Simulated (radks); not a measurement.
Question: The barium ion Ba2+ is in [Xe]. All-electron calculation, scalar-relativistic Kohn-Sham, PBEsol, spin-polarised, spherical densities, finite nucleus; Fermi nuclear charge, rms radius of each element as measured or else 0.836 A^(1/3) + 0.57 fm. Program: a radial shooting solver on a logarithmic mesh with Libxc functionals. Open shells are filled with parallel spins first. One electron is removed from 5s, 4d, 4p, 5p in turn, with full relaxation. Which removal costs least, and what does each cost?

Answer: 5p 36.282 eV; 5s 52.013 eV; 4d 112.17 eV; 4p 204.08 eV. The 5p electron leaves first.
